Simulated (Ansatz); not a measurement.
Saddle point of HfH2Cl4, closed shell (HfCl₄ ([Cl][Hf]([Cl])([Cl])[Cl]) + H₂ → HfHCl₃ ([Cl][HfH]([Cl])[Cl]) + HCl (still joined by a long Hf–Cl bond); bonds formed: Hf1–H7, Cl2–H6; bonds broken: H6–H7; bonds weakened to dative contacts: Hf1–Cl2), PBE0-D4/def2-TZVP structure:

```xyz
7
angstrom
Hf -0.4332 -0.4198 0.3043
Cl 0.9461 1.3079 -1.6582
Cl -0.0637 -2.0795 -1.2919
Cl -0.9492 -1.5604 2.2495
Cl -2.2095 1.0537 -0.0281
H 1.6004 1.3185 -0.5374
H 1.1092 0.3796 0.9616
```

Energies are electronic, without zero-point energy. Barriers and step energies count from the start structure reached by relaxing down the imaginary mode; all methods use the PBE0-D4 structures, on which another method's saddle can fall below an end. Program: Ansatz 0.2.0. Basis: def2-TZVPP, with def2-QZVPP for the basis limit. Cores are frozen in the correlated methods. Core potentials replace the inner electrons of the atoms past krypton. B3LYP uses VWN-RPA correlation. Extrapolation: Hartree–Fock as exp(−7.88 √X), correlation as X^−2.97.

```json
{"method": "SPW92", "barrier (kcal/mol)": "35.56", "step energy (kcal/mol)": "37.22"}
{"method": "PBE-D4", "barrier (kcal/mol)": "40.55", "step energy (kcal/mol)": "41.11"}
{"method": "BLYP-D4", "barrier (kcal/mol)": "42.00", "step energy (kcal/mol)": "41.95"}
{"method": "r2SCAN-D4", "barrier (kcal/mol)": "?", "step energy (kcal/mol)": "42.74"}
{"method": "B97M-V", "barrier (kcal/mol)": "40.14", "step energy (kcal/mol)": "39.65"}
{"method": "PBE0-D4", "barrier (kcal/mol)": "40.72", "step energy (kcal/mol)": "40.66"}
{"method": "B3LYP-D4", "barrier (kcal/mol)": "41.95", "step energy (kcal/mol)": "41.47"}
{"method": "r2SCAN0-D4", "barrier (kcal/mol)": "42.13", "step energy (kcal/mol)": "41.76"}
{"method": "BHLYP-D4", "barrier (kcal/mol)": "42.01", "step energy (kcal/mol)": "40.85"}
{"method": "CAM-B3LYP-D4", "barrier (kcal/mol)": "?", "step energy (kcal/mol)": "40.33"}
{"method": "wB97X-V", "barrier (kcal/mol)": "41.14", "step energy (kcal/mol)": "40.23"}
{"method": "wB97M-V", "barrier (kcal/mol)": "40.70", "step energy (kcal/mol)": "39.88"}
{"method": "B2PLYP", "barrier (kcal/mol)": "43.13", "step energy (kcal/mol)": "42.58"}
{"method": "PBE-QIDH", "barrier (kcal/mol)": "42.00", "step energy (kcal/mol)": "41.65"}
{"method": "RPA on PBE", "barrier (kcal/mol)": "40.50", "step energy (kcal/mol)": "39.59"}
{"method": "HF", "barrier (kcal/mol)": "44.52", "step energy (kcal/mol)": "41.66"}
{"method": "MP2", "barrier (kcal/mol)": "?", "step energy (kcal/mol)": "43.54"}
{"method": "CCSD", "barrier (kcal/mol)": "41.06", "step energy (kcal/mol)": "40.05"}
{"method": "CCSD(T)", "barrier (kcal/mol)": "41.43", "step energy (kcal/mol)": "40.88"}
```

Fill in the withheld barriers. (Judge from chemistry; the value comes from the calculation.)

Computed: r2SCAN-D4 42.66; MP2 43.78; CAM-B3LYP-D4 41.05 kcal/mol. Each is the energy of the saddle less that of the start structure, by the same method.

For comparison, the barrier by CCSD(T) at an estimated basis limit (MP2 extrapolated from triple and quadruple zeta, plus CCSD(T) − MP2 in triple zeta) is 41.87 kcal/mol.

No T1 diagnostic of these runs exceeds 0.015.

Labels in which every atom is bracketed show which atoms are joined, not bond orders.

For scale, one of the runs: CCSD(T)/def2-TZVPP, 252 basis functions, launched by `ansatz run in.yaml --threads 8 --pin off --events-out ev --progress --plain --max-ram 19148MiB`. The run took 2.4 min on 8 CPU threads of an Arm Neoverse V1 (shared host), with 5.5 GiB of host memory at its peak.
